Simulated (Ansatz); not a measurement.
Total energies of NbO3H (the lowest singlet isomer of a short search) from Ansatz at PBE-D4/def2-TZVP, gas phase (1 Eh = 27.2114 eV = 2625.5 kJ/mol). The reference geometry is relaxed at B3LYP-D4/def2-TZVP.

```xyz
5

Nb    0.356   -0.623    0.149
O     0.105   -0.401    1.840
O    -0.692   -1.879   -0.401
O     0.207    0.992   -0.900
H     0.024    1.911   -0.689
```

```json
{"state": "charge 0 singlet", "geometry": "reference", "energy (Eh)": "-283.30017"}
{"state": "charge 1 doublet", "geometry": "reference", "energy (Eh)": "-282.92613"}
{"state": "charge 1 doublet", "geometry": "relaxed at B3LYP-D4/def2-TZVP", "energy (Eh)": "-282.93628"}
{"state": "free Nb atom (sextet)", "geometry": "–", "energy (Eh)": "-56.83927"}
{"state": "free O atom (triplet)", "geometry": "–", "energy (Eh)": "-75.00967"}
{"state": "free H atom (doublet)", "geometry": "–", "energy (Eh)": "-0.49962"}
```

In the def2 sets Nb takes a core potential; there is no spin–orbit coupling.

(1) Work out the vertical ionisation energy to the doublet.

(2) How much does the charge 1 doublet relax, and what is the adiabatic ionisation energy?

(3) What is the binding energy per atom against free atoms?

(1) E(charge 1 doublet) − E(charge 0 singlet) = -282.92613 − (-283.30017) = 0.37404 Eh = 10.18 eV. For comparison, −ε of the highest occupied level is 6.56 eV at this level, 3.62 eV less.

(2) Relaxation: -282.92613 − (-282.93628) = 0.01015 Eh = 0.28 eV. Adiabatic ionisation energy: 0.36389 Eh = 9.90 eV, without zero-point energy. 

(3) Atoms: 1 × (-56.83927) + 3 × (-75.00967) + 1 × (-0.49962) = -282.36790 Eh. Binding: -282.36790 − (-283.30017) = 0.93227 Eh = 25.37 eV, or 5.07 eV for each of 5 atoms (no zero-point energy, no counterpoise term).

The structure comes from a short search, and lower isomers may exist.
